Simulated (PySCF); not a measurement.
# Two-component Hartree-Fock for N²⁺ (nitrogen, charge +2)

Start: [He] 2s1 2p1 3s1; 2s1/2 filled at m_j = +1/2; 2p3/2 filled at m_j = +3/2; 3s1/2 filled at m_j = +1/2. Calculated with PySCF 2.14 in x2c-SVPall-2c with one added diffuse shell of s type (4s2p1d, 15 functions): generalised Hartree-Fock with the X2C-1e Hamiltonian and a Gaussian nucleus; one run each with spin-orbit coupling (SO) switched off, then screened by Boettger's factors. This is a chosen level, not necessarily the ground level.

```
spinor shell  electrons  ε, spin-free (eV)  ε, screened SO (eV)  weight of nominal j (screened SO)  rms radius, screened SO (bohr)
       1s1/2          2            -480.95              -480.95                              1.000                           0.264
       2s1/2          1            -69.400              -69.400                              1.000                            1.21
       2p3/2          1            -59.461              -59.452                              1.000                            1.16
       3s1/2          1            -19.594              -19.595                              1.000                            3.50
```

| quantity | spin-free | screened SO |
| --- | --- | --- |
| E (hartree) | -51.54005 | -51.53973 |
| M_J | 5/2 | 5/2 |
| ⟨J²⟩ | 8.751 | 8.751 |
| ⟨L²⟩ | 2.001 | 2.001 |
| ⟨S²⟩ | 3.750 | 3.750 |

Each row is a mean over spinors that exchange with the open shell spreads, by up to 4.246 eV (1s1/2).

Without spin-orbit coupling the j labels of p, d and f shells carry no meaning; the spin-free column gives the mean over the occupied spinors of each nl shell.
